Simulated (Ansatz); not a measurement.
Ansatz (a quantum-chemistry and plane-wave program) input:

Ansatz 0.2 input:
```yaml
crystal:
  periodic: [false, false, false]
  atoms:
    - {symbol: N, position_ang: [-0.00000000, -0.00000000, -0.79798120]}
    - {symbol: N, position_ang: [0.00000000, 0.00000000, 0.79798120]}
basis:
  gaussian:
    orbitals: def2-TZVPD
hamiltonian:
  xc: {name: wB97M-V}
total_charge: 1
magnetization: {spin_polarized: true, initial_magnetization: 3}
```

Which total energy does the run end on?

-108.76594 Eh (wB97M-V/def2-TZVPD). The basis has 74 functions.

This state (charge 1, quartet) is run at the relaxed geometry of the species with charge 0 and multiplicity 5.
